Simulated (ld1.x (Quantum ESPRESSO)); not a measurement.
**Sb: one change to a TM semilocal potential, before and after**

- Element: Sb (Z = 51)
- Generator: ld1.x (Quantum ESPRESSO) 7.5
- Type: norm-conserving Troullier–Martins (semilocal form)
- Functional: PBEsol
- Relativity: scalar-relativistic
- Frozen core: [Kr] 4d10
- Valence charge: 5
- Reference configuration: 5s1 5p4
- Partial waves: 5s (bound): rc 2.05 bohr; 5p (bound): rc 2.00 bohr
- Local potential: the p channel
- Core correction: none

Change: all radii scaled by about 1.37 (s 2.80, p 2.74 bohr).

Cutoffs: the cutoffs (Ry, on a coarse ladder) from which the occupation-weighted sum of valence levels, in a spherical-Bessel basis at the reference potential, stays within 10 and 1 mRy of its value at 400 Ry; they do not see the model core or the augmentation charge, which bear on the density cutoff. Errors are all-electron minus pseudo energies relative to the spin-unpolarised reference configuration.

What does the change do?

The potential gets softer (21 Ry and 35 Ry → 12 Ry and 21 Ry); of the 7 tests that both files solve, the error grows in 3 and shrinks in 4 by more than 15 % and 0.3 meV (median size 6.9 → 3.7 meV); neither file shows a bound ghost. A larger radius leaves more room for a smooth pseudo-wave, so fewer plane waves are needed. A semilocal file is local in each channel, so a ghost entry of none says nothing of the separable form that plane-wave codes build from it.

| quantity | base | changed |
| --- | --- | --- |
| cutoff, loose | 21 Ry | 12 Ry |
| cutoff, tight | 35 Ry | 21 Ry |
| loose cutoff by channel (10 mRy a level) | s 12 Ry, p 8 Ry | s 8 Ry, p 6 Ry |
| bound ghosts | none | none |
| error for 5s2 5p3, meV [ΔE -8.14 eV] | +6.9 | -1.4 |
| error for 5s2 5p2, meV [ΔE 0.20 eV] | -4.5 | -6.1 |
| error for 5s2 5p1, meV [ΔE 16.21 eV] | -37 | -11 |
| error for 5s1 5p0, meV [ΔE 84.99 eV] | +6.9 | +71 |
| error for 5s2 5p2.5, meV [ΔE -4.87 eV] | +3.2 | -3.7 |
| error for 5s1 5p3, meV [ΔE 8.97 eV] | -5.0 | -2.5 |
| error for 5s2 5p0, meV [ΔE 40.66 eV] | -85 | +0.8 |
